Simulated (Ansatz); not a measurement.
CH8Si2, charge -1, doublet, at a GFN2-xTB geometry (a state made from the parent by changing its charge; the spin is typed, not shown lowest) (a gas-phase anion, which may not be bound at this level); MP2/def2-SVP (Ansatz, a first-principles code).

Ansatz was given this input:
Ansatz 0.2 input:
```yaml
crystal:
  periodic: [false, false, false]
  atoms:
    - {symbol: Si, position_ang: [1.32183991, 0.74718455, 0.01854967]}
    - {symbol: C, position_ang: [0.30430492, -0.86294806, -0.15968353]}
    - {symbol: Si, position_ang: [-1.46548722, -0.31013726, 0.06153274]}
    - {symbol: H, position_ang: [2.81467254, 0.60115328, -0.11731227]}
    - {symbol: H, position_ang: [1.10494018, 1.22774988, -1.42593981]}
    - {symbol: H, position_ang: [1.33013140, 0.75533024, 1.55621130]}
    - {symbol: H, position_ang: [0.58124463, -1.60476522, 0.59180269]}
    - {symbol: H, position_ang: [0.45085996, -1.33123646, -1.13484887]}
    - {symbol: H, position_ang: [-1.86725681, 0.58529083, -1.04225929]}
    - {symbol: H, position_ang: [-1.68030811, 0.19309863, 1.43345575]}
    - {symbol: H, position_ang: [-2.54905090, -1.36759486, -0.02416202]}
basis:
  gaussian:
    orbitals: def2-SVP
total_charge: -1
magnetization: {spin_polarized: true, initial_magnetization: 1}
correlation: {method: mp2, electrons: outside_noble_gas}
accuracy: high
```

The log (banner, timings and long lists left out):

```
Functional definition: HF
2095 factors; integrals over basis functions are off by at most 3.8e-9 eV
mean field evaluation 1: about -16871.4467 eV, gradient 1.4e1 eV
mean field evaluation 2: about -16871.4562 eV, gradient 1.4e1 eV
mean field evaluation 4: about -16873.2907 eV, gradient 1.3e0 eV
mean field evaluation 8: about -16873.3301 eV, gradient 2.0e-3 eV
mean field evaluation 16: about -16873.3298 eV, gradient 2.8e-8 eV
mean field -16873.32977126 eV, -620.0834319401 hartree, gradient 2.8e-8 eV, S^2 0.757720; 0 other end points of the search recorded, 0 dependent functions left out
11 core orbitals not correlated
reference -16873.32977126 eV, -620.0834319401 hartree; 11, 10 occupied and 68, 69 virtual orbitals, 2095 factors
second order -10.07013206 eV of doubles, -0.00000000 eV of singles
Total energy: -16883.39990332 eV, -620.4535024674 hartree
```
